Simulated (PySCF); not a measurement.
C3H6OS, SMILES CSCC=O, GFN2-xTB optimised geometry.

```
11

C      1.44    -0.33    -1.72
S      1.15    -0.81     0.00
C     -0.69    -0.81     0.00
C     -0.95     0.66     0.00
O     -1.15     1.32    -0.99
H      1.16    -1.15    -2.38
H      0.87     0.56    -1.96
H      2.50    -0.13    -1.82
H     -1.00    -1.30     0.91
H     -1.04    -1.32    -0.89
H     -0.84     1.13     0.99
```

Density from PBE/def2-TZVP (PySCF 2.14.0) at that geometry.

Minimum of the electron density along straight lines between bonded atoms, close to the bond critical point (lines longer than 1.1 times the sum of covalent radii, or with two minima, are not listed):

```csv
bond,length / Å,ρ at the minimum / e bohr⁻³,∇²ρ there / e bohr⁻⁵,position (fraction from the first atom)
C1–S2,1.812,0.180,-0.28,0.47
S2–C3,1.835,0.170,-0.23,0.53
C3–C4,1.492,0.266,(withheld),0.50
C4–O5,1.203,(withheld),(withheld),0.34
C1–H6,1.087,0.280,-0.95,0.64
C1–H7,1.087,0.281,-0.96,0.65
C1–H8,1.085,0.280,-0.95,0.64
C3–H9,1.086,0.281,-0.96,0.65
C3–H10,1.088,0.280,-0.96,0.65
C4–H11,1.105,0.278,-0.96,0.65
```

Problem. Some entries are withheld; supply them.

Solution. 
- C3–C4, ∇²ρ there / e bohr⁻⁵: -0.68
- C4–O5, ρ at the minimum / e bohr⁻³: 0.425
- C4–O5, ∇²ρ there / e bohr⁻⁵: -0.02
